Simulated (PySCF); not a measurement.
Species: CH5ClGe.
SMILES with atom numbers: `[CH3:1][GeH2:2][Cl:3]` (hydrogens: H4, H5, H6 on C1; H7, H8 on Ge2)

Cartesian coordinates in Å at the PBE0-D3(BJ)/def2-SVP level; atoms count from 1:
```
atom  x, y, z in Å
C1     0.1730    0.3211    0.7028
Ge2   -1.7157   -0.1191    0.6804
Cl3   -2.7613    1.5499    1.5916
H4     0.4990    0.4958    1.7376
H5     0.7645   -0.5011    0.2734
H6     0.3488    1.2339    0.1167
H7    -2.0444   -1.3584    1.5296
H8    -2.2723   -0.2695   -0.7457
```

Computed with core-valence-separated Tamm–Dancoff BHandHLYP/aug-pcX-1 (pcseg-1 on H, def2-SVPD on Cl, def2-SVPD on Ge) in PySCF, non-relativistic, gas phase, PBE0-D3(BJ)/def2-SVP geometry. No empirical shift is added; at this level the pattern usually sits a few eV under experiment.

Task: List the carbon K-edge absorption lines.

Result: 
| E (eV) | f | core hole on | main final orbital |
| --- | --- | --- | --- |
| 285.46 | 0.0012 | C1 | LUMO+1 (45 %) |
| 285.62 | 0.0287 | C1 | LUMO (50 %) |
| 286.08 | 0.0218 | C1 | LUMO+1 (37 %) |
| 286.43 | 0.0254 | C1 | LUMO+4 (47 %) |
| 286.46 | 0.0345 | C1 | LUMO+3 (60 %) |
| 287.15 | 0.0080 | C1 | LUMO+5 (41 %) |
| 287.56 | 0.0000 | C1 | LUMO+7 (73 %) |

The first line with a tenth or more of the strongest one's intensity is at 285.62 eV (f = 0.029), with the hole on C1 (sp3 carbon bound to germanium). The strongest listed is at 286.46 eV (f = 0.035; C1).

Roots within 0.03 eV whose holes lie on the same, on equivalent or on shared atoms are summed into one line, and the highest roots are left out, as the search may have cut off their partners. Final orbitals are the ground state's empty Kohn–Sham orbitals.

Task: What length of transition dipole belongs to the line at 285.62 eV?

Result: From f = (2/3) ΔE |μ|² in atomic units, with ΔE = 10.496 Eh and f = 0.0287: |μ| = 0.064 au = 0.16 D.

The ionisation thresholds weren't computed; near and above them a finite basis only mimics Rydberg series and continuum. Relativistic effects, spin–orbit coupling among them, are left out although an element past zinc is present.
